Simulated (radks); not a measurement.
Values are calculated unless marked as measured or tabulated.
Charge is removed step by step from the 2p up level of Mg6+, starting from [He] 2s2 2p(up 2, down 0). Code: a radial shooting solver on a logarithmic mesh with Libxc functionals. Model: non-relativistic Kohn-Sham, PBE, spin-polarised, spherical densities, point nucleus.

removed (e) = 0: E - E(0) (eV) 0.000; eigenvalue (eV) -206.32; E minus straight line (eV) 0.000
removed (e) = 0.1: E - E(0) (eV) 20.826; eigenvalue (eV) -210.19; E minus straight line (eV) -1.765
removed (e) = 0.2: E - E(0) (eV) 42.039; eigenvalue (eV) -214.08; E minus straight line (eV) -3.142
removed (e) = 0.3: E - E(0) (eV) 63.642; eigenvalue (eV) -217.98; E minus straight line (eV) -4.130
removed (e) = 0.4: E - E(0) (eV) 85.636; eigenvalue (eV) -221.90; E minus straight line (eV) -4.727
removed (e) = 0.5: E - E(0) (eV) 108.02; eigenvalue (eV) -225.84; E minus straight line (eV) -4.930
removed (e) = 0.6: E - E(0) (eV) 130.80; eigenvalue (eV) -229.80; E minus straight line (eV) -4.739
removed (e) = 0.7: E - E(0) (eV) 153.98; eigenvalue (eV) -233.76; E minus straight line (eV) -4.152
removed (e) = 0.8: E - E(0) (eV) 177.56; eigenvalue (eV) -237.74; E minus straight line (eV) -3.167
removed (e) = 0.9: E - E(0) (eV) 201.53; eigenvalue (eV) -241.74; E minus straight line (eV) -1.784
removed (e) = 1: E - E(0) (eV) 225.91; eigenvalue (eV) -245.75; E minus straight line (eV) 0.000

Removing the whole electron costs 225.91 eV by Delta-SCF, against 206.32 eV from minus the eigenvalue at the starting occupation. Slater's transition state (half an electron removed) gives 225.84 eV. Integrating minus the eigenvalue over the occupation (Janak's theorem) gives 225.91 eV. The mean slope of the eigenvalue, de/dn, is 39.4 eV per electron. Ionisation energy of Mg6+ in the NIST Atomic Spectra Database: 225.0 eV (semi-empirical).
